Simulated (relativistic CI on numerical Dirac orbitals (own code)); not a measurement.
**Cr3+ in a cubic cluster: 2p photoemission with charge transfer**

Computed with a charge-transfer multiplet model of a cubic metal-ligand cluster with up to one ligand hole, Slater and spin-orbit integrals from Dirac-Coulomb-Breit ions, Slater integrals scaled by 0.9. The parameters are those of a tetrahedral site (10Dq negative, t2 hopping the larger). The ground state mixes d3 with configurations of k ligand holes L, whose averages lie at kΔ + k(k − 1)U_dd/2; a core hole lowers each added d electron by U_cd. 20 K, Lorentzian 0.6 eV and Gaussian 0.8 eV FWHM.

Atomic integrals in eV (Slater integrals scaled, ζ unscaled), ground: F2dd 9.646, F4dd 6.039, zeta_d 0.033; with the core hole: F2dd 11.245, F4dd 7.083, zeta_d 0.053, zeta_core 5.616, F2cd 6.520, G1cd 4.942, G3cd 2.809.

Cluster parameters (eV): Δ = 5.7, U_dd = 5.7, 10Dq = -0.45, 10Dq(ligand) = 0, V(eg) = 1.15, V(t2g) = -1.95, final-state hopping factor = 0.8.

```
         Case   n_d    d3   d4L     S
U_cd = 5.8 eV  3.23  0.77  0.23  1.50
U_cd = 6.4 eV  3.23  0.77  0.23  1.50
  U_cd = 7 eV  3.23  0.77  0.23  1.50
```

Weights, n_d and S are thermal averages at 20 K. Binding energies count from the first peak over 30 % of the highest in each spectrum, which can be another peak from case to case. The parameters are a model scan and need not match a compound or its usual spin state. Peaks in eV (height, largest 100):
- U_cd = 5.8 eV: 0.0 (100), 1.1 (85), 4.4 (25), 10.4 (45), 13.8 (13)
- U_cd = 6.4 eV: 0.0 (100), 1.2 (84), 4.4 (28), 10.8 (47), 18.1 (5)
- U_cd = 7 eV: 0.0 (100), 1.4 (85), 4.5 (31), 10.9 (51), 18.1 (7)

For the case U_cd = 7 eV, Δ = 5.7 eV equals U_dd = 5.7 eV, the border between the two sides of the Zaanen-Sawatzky-Allen scheme. With the core hole the configuration with one ligand hole lies at Δ − U_cd = -0.1, -0.7, -1.3 eV from the one without, in the order of the table; where this is negative the screened configuration lies lower, though the effective hopping of about 3.6 eV (from the holes of the mixed ground state) mixes the two strongly wherever it is as large as the gap.

With at most 1 ligand hole the space is cut while the next configuration still counts, so covalency is underestimated, and a final configuration with one more ligand hole, which can lie low, is missing from the spectra.
